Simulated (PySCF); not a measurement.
Solvent effects on NMR parameters

Molfile (atoms numbered from 1):
```
C4H11ClOSi2
     RDKit          3D

 19 19  0  0  0  0  0  0  0  0999 V2000
    5.0383   -0.9653   -0.4776 Cl  0  0  0  0  0  0  0  0  0  0  0  0
    3.3514   -0.8922    0.1236 C   0  0  0  0  0  0  0  0  0  0  0  0
    2.4605    0.4444   -0.8614 Si  0  0  0  0  0  4  0  0  0  0  0  0
    0.9034    0.5210   -0.3155 O   0  0  0  0  0  0  0  0  0  0  0  0
   -0.6036    1.1949   -0.1441 Si  0  0  0  0  0  4  0  0  0  0  0  0
   -1.9309   -0.0559   -0.4755 C   0  0  0  0  0  0  0  0  0  0  0  0
   -3.2711    0.1049    0.2084 C   0  0  0  0  0  0  0  0  0  0  0  0
   -2.3659   -1.0083    0.6122 C   0  0  0  0  0  0  0  0  0  0  0  0
    2.8938   -1.8828   -0.0108 H   0  0  0  0  0  0  0  0  0  0  0  0
    3.3780   -0.6682    1.1998 H   0  0  0  0  0  0  0  0  0  0  0  0
    2.4892    0.0730   -2.3052 H   0  0  0  0  0  0  0  0  0  0  0  0
    3.1620    1.7438   -0.6520 H   0  0  0  0  0  0  0  0  0  0  0  0
   -0.7637    1.6651    1.2669 H   0  0  0  0  0  0  0  0  0  0  0  0
   -0.7226    2.3610   -1.0737 H   0  0  0  0  0  0  0  0  0  0  0  0
   -1.9701   -0.4551   -1.4956 H   0  0  0  0  0  0  0  0  0  0  0  0
   -4.1663   -0.1332   -0.3722 H   0  0  0  0  0  0  0  0  0  0  0  0
   -3.4054    0.9393    0.9048 H   0  0  0  0  0  0  0  0  0  0  0  0
   -1.8728   -0.9459    1.5877 H   0  0  0  0  0  0  0  0  0  0  0  0
   -2.6308   -2.0268    0.3159 H   0  0  0  0  0  0  0  0  0  0  0  0
  1  2  1  0
  2  3  1  0
  3  4  1  0
  4  5  1  0
  5  6  1  0
  6  7  1  0
  7  8  1  0
  8  6  1  0
  2  9  1  0
  2 10  1  0
  3 11  1  0
  3 12  1  0
  5 13  1  0
  5 14  1  0
  6 15  1  0
  7 16  1  0
  7 17  1  0
  8 18  1  0
  8 19  1  0
M  END
```

GIAO PBE0/pcSseg-1 in PySCF on one PBE0-D3(BJ)/def2-SVP conformer, non-relativistic, equivalent nuclei averaged. Solvents enter as an IEF-PCM continuum (acetonitrile with ε = 35.7, water with ε = 78.4) around the gas-phase geometry. Shifts are referred to TMS computed in the same medium.

Gas phase, δ in ppm: C2 30.2, C7/C8 2.3, C6 -2.5, Si5 -9.6, Si3 -29.5, H11/H12 4.78, H13/H14 4.66, H9/H10 2.93, H16/H19 0.66, H17/H18 0.29, H15 -0.10. Dipole moment 2.66 D.

Question: How does each δ change in the continuum?

Answer: 
| atoms | environment | Δδ, acetonitrile | Δδ, water |
| --- | --- | --- | --- |
| C2 | sp3 CH2 bonded to Cl and Si | +1.6 | +1.7 |
| C7/C8 | three-membered-ring carbon | +0.1 | +0.1 |
| C6 | three-membered-ring carbon | +0.4 | +0.5 |
| Si5 | silicon bonded to C, O, 2 H | +0.3 | +0.3 |
| Si3 | silicon bonded to C, O, 2 H | +0.6 | +0.6 |
| H11/H12 | hydrogen on a silicon bonded to C, O | -0.05 | -0.05 |
| H13/H14 | hydrogen on a silicon bonded to C, O | -0.06 | -0.07 |
| H9/H10 | hydrogen on an sp3 CH2 bonded to Cl and Si | +0.34 | +0.34 |
| H16/H19 | hydrogen on a three-membered-ring carbon | +0.08 | +0.08 |
| H17/H18 | hydrogen on a three-membered-ring carbon | +0.07 | +0.07 |
| H15 | hydrogen on a three-membered-ring carbon | +0.16 | +0.16 |

Changes are relative to the gas phase. The dipole moment becomes 3.24 D in acetonitrile, 3.25 D in water.

Question: Which of the listed nuclei move most (in ppm), and what does the model miss? (N and O are left out, as their reference compounds move with the solvent too.)

Answer: C2 (sp3 CH2 bonded to Cl and Si, +1.7 ppm) in water. A continuum only polarises the solute; specific hydrogen bonds, the anisotropy of aromatic solvents and changes of geometry or conformer are outside it.
